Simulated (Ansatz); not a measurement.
The pair A = N2 (SMILES N#N) (first 2 atoms), B = CH2O (SMILES C=O); geometry from B3LYP-D3(BJ)/def2-TZVP.
(charge 0, multiplicity 1):
```xyz
6

N     -0.3431     0.1055    -0.8559
N      0.2646    -0.0814     0.0303
C      0.5615    -0.2433     3.1990
O     -0.4842     0.0254     3.7204
H      0.8302    -1.2801     2.9190
H      1.3186     0.5298     2.9656
```

Frozen-core correlation.

The values were computed with Ansatz (Gaussian basis) for Hartree–Fock, density functionals and correlated methods. Values without a source in brackets are computed.

Total energies (hartree), monomers frozen at their geometry in the pair:

```tsv
structure	HF/aug-cc-pVDZ	B3LYP/def2-TZVPPD	MP2/aug-cc-pVTZ
AB	-222.8469400	-224.1298710	-223.6813134
A in the pair's basis	-108.9614786	-109.5738634	-109.3637377
B in the pair's basis	-113.8856497	-114.5559681	-114.3162383
A	-108.9613981	-109.5738004	-109.3634748
B	-113.8855332	-114.5559442	-114.3160980
```

Q: Work out the interaction energy without and with the counterpoise correction, and the superposition error, for each level.

A: 
E(AB) − E(A) − E(B), times 627.509 kcal/mol, with the monomers in their own basis and then in the pair's basis:
- HF/aug-cc-pVDZ: -0.01 uncorrected, 0.12 corrected; the monomers gain 0.12 kcal/mol from borrowed functions
- B3LYP/def2-TZVPPD: -0.08 uncorrected, -0.02 corrected; the monomers gain 0.05 kcal/mol from borrowed functions
- MP2/aug-cc-pVTZ: -1.09 uncorrected, -0.84 corrected; the monomers gain 0.25 kcal/mol from borrowed functions

Ansatz is a program for electronic structure.
